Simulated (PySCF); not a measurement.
Al(Me)2(OH) anion (C₂H₇AlO), SMILES [CH3][Al]([CH3])[OH] (connectivity only; charge and spin as stated), charge -1, multiplicity 2. The structure is a stationary point at r2SCAN-D4/def2-SVPD. The spin state was assumed, not searched. The isomer is the one that the SMILES or the coordinates give; other isomers of the formula were not compared. The values are those of a single conformer.

All values below come from r2SCAN-D4/def2-SVPD in PySCF 2.14.0.

Harmonic wavenumbers (cm⁻¹): 107, 123, 131, 175, 188, 212, 501, 517, 563, 590, 613, 649, 682, 707, 1134, 1137, 1400, 1405, 1407, 1417, 2942, 2951, 3037, 3044, 3066, 3075, 3899. Rotational constants (GHz): 5.451, 4.955, 2.910; symmetry number 1.

### Question
Work out the zero-point energy and the ideal-gas rigid-rotor harmonic-oscillator thermochemistry at 298.15 K and 1 atm.

### Answer
ZPE = ½ Σ hcν = ½ × 35674 cm⁻¹ = 213.38 kJ/mol. H − E(el) = 236.90 kJ/mol. Entropy in J/(mol K): translation 162.43, rotation 108.02, vibration 82.90, spin 5.76, total 359.12. G − E(el) = 129.83 kJ/mol. Cp = 119.04 J/(mol K). Modes under 150 cm⁻¹ make the vibrational entropy uncertain.
